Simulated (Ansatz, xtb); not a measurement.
Species: C3H2O (charge 0, singlet). 
Geometry from a B3LYP-D3(BJ)/def2-TZVP (Ansatz, a first-principles code) optimisation:
```xyz
6

O      1.5195    -0.1901     0.0624
C      0.3298    -0.0413     0.0135
C     -1.0024    -0.5494    -0.0487
C     -0.8370     0.7796    -0.0268
H     -1.7398    -1.3393    -0.0889
H     -1.3582     1.7270    -0.0382
```

Harmonic wavenumbers from GFN2-xTB (xtb, at its own minimum), cm⁻¹: 476, 499, 720, 766, 809, 876, 1013, 1046, 1594, 2078, 3163, 3179.

**Question.** Give the harmonic wavenumbers at B3LYP-D3(BJ)/def2-TZVP (Ansatz, finite differences of forces, unscaled).

**Answer.** 471, 522, 768, 825, 854, 987, 1045, 1156, 1565, 1926, 3188, 3219 cm⁻¹. Zero-point energy 23.6 kcal/mol.

**Question.** From these and the geometry, give the ideal-gas thermochemistry at 298.15 K and 1 atm (rigid rotor, harmonic oscillator).

**Answer.** Point group C2v, rotational symmetry number 2. Rotational constants 32.42, 7.856, 6.324 GHz. S(trans) 37.88, S(rot) 21.44, S(vib) 2.17, S(elec, spin only) 0.00, S 61.5 cal/(mol K). H(298) - H(0) 2.85 kcal/mol; G - E(el) 8.1 kcal/mol.
